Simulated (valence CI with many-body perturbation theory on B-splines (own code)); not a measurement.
The numbers below are computed, except where a source is named.
**Pd23+: what each term of the Hamiltonian does**

Level of theory: relativistic CI+MBPT: five valence electrons over a frozen Dirac-Fock core [Ar], radial functions for each j: 7 s, 7 p, 8 d, 6 f, 4 g, 1 h, with the one-electron correlation potential Σ1 (screened to all orders), the two-electron term Σ2, the three-electron term Σ3, Breit, model QED; selected single and double excitations, second order for the rest (own B-spline code, finite nucleus).

No measured levels were compared; by estimate terms of the open shell hold to 2 to 4 % of their energy, and close levels can change places. Core correlation moves these levels by up to 13000 cm⁻¹, and in measured spectra 5 to 20 % of such shifts remained as error; rates that hang on mixing are uncertain with them. Only levels of the ground parity were solved; by the run's estimate the other parity begins above the list, which can be wrong where configurations are misplaced.

Each rung adds one term. CI alone is the Dirac-Coulomb CI over the frozen core; QED comes last and gives the full result, which names the levels. Energies are above (3d3/2^3 3d5/2^2) J=5/2 [a] on the same rung, in cm⁻¹.

Levels are named by their leading jj configuration (3d3/2^4 stands for four electrons in 3d with j = 3/2), which in mixed levels can hold well under half, so a name can repeat and another be missing. Letters in brackets count levels of one name in rising energy.

```tsv
Level	CI alone	Σ1	Σ2	Σ3	Breit	QED	Full
(3d3/2^4 3d5/2) J=5/2	90452	-224	-4020	-1748	+1895	-120	86235
(3d3/2^3 3d5/2^2) J=7/2 [a]	114719	+146	-2685	-1211	-366	-8.3	110594
(3d3/2^3 3d5/2^2) J=11/2	119488	+213	-1598	-1456	-2725	+16	113939
(3d3/2^3 3d5/2^2) J=3/2	119425	+111	-4302	-1541	+909	-20	114581
(3d3/2^3 3d5/2^2) J=5/2 [b]	121793	+279	-2729	-1340	+3.5	+36	118043
(3d3/2^3 3d5/2^2) J=9/2	124491	+306	-1775	-1148	-1890	+44	120029
(3d3/2^3 3d5/2^2) J=1/2 [a]	133791	+276	-3887	-1567	+237	+28	128879
(3d3/2^2 3d5/2^3) J=7/2 [a]	151174	+446	-3967	-644	-1405	+81	145685
(3d3/2^3 3d5/2^2) J=5/2 [c]	160190	+377	-4554	-975	-786	+54	154306
(3d3/2^2 3d5/2^3) J=1/2	170414	+650	-4040	-878	-878	+138	165406
(3d3/2^2 3d5/2^3) J=11/2	171285	+460	-415	-2269	-2819	+72	166314
(3d3/2^2 3d5/2^3) J=3/2 [a]	174995	+644	-3730	-1056	-1331	+135	169657
(3d3/2^3 3d5/2^2) J=7/2 [b]	184291	+275	-5457	-2647	-534	+3.1	175930
(3d3/2^2 3d5/2^3) J=13/2	187332	+608	+169	-2366	-5109	+115	180749
(3d3/2^2 3d5/2^3) J=3/2 [b]	188484	+446	-4287	-1822	-189	+64	182697
(3d3/2^2 3d5/2^3) J=9/2 [a]	190362	+409	-4354	-1388	-1785	+45	183289
(3d3/2^2 3d5/2^3) J=5/2 [a]	195848	+674	-3701	-1151	-1187	+129	190612
(3d3/2^2 3d5/2^3) J=5/2 [b]	216590	+814	-3505	-2183	-1691	+177	210201
(3d3/2^2 3d5/2^3) J=9/2 [b]	219063	+651	-2527	-2053	-2451	+115	212799
```

The middle columns are the shifts that each term adds.

(1) How does the ionisation energy move along the ladder, and which term matters most?

## Answers

(1) CI alone 1133.4, + Σ1 1135.6, + Σ2 1144.3, + Σ3 1144.3, + Breit 1144.4, + QED 1144.4 eV. The largest step is Σ2, 8.6 eV. NIST lists 1145 ± 4 eV (theoretical).
